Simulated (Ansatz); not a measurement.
Species: sum formula GeOF (charge -1, singlet). 
Geometry from a B3LYP-D3(BJ)/def2-TZVP (Ansatz, a quantum-chemistry and plane-wave program) optimisation:
```
Ge
O 1 1.6822
F 1 1.8883 2 106.10
```
Charge -1, spin multiplicity 1.

Basis-set convergence of Hartree-Fock and CCSD correlation energies (hartree) with Ansatz. Valence correlation only, unless marked. No spin-orbit coupling. Frozen are the shells of the preceding noble gas and the d and f shells that filled before the atom's block. No relativistic terms. This anion needs diffuse functions, which these sets lack.

```json
[
 {"basis": "cc-pVDZ", "functions": "55", "E(HF)": "-2249.68136", "E(corr, CCSD)": "-0.47627"},
 {"basis": "cc-pVTZ", "functions": "103", "E(HF)": "-2249.82963", "E(corr, CCSD)": "-0.61103"},
 {"basis": "cc-pVQZ", "functions": "178", "E(HF)": "(withheld)", "E(corr, CCSD)": "(withheld)"}
]
```

### Question
Complete the blanks.

### Answer

- cc-pVQZ, E(HF): -2249.85391
- cc-pVQZ, E(corr, CCSD): -0.65910
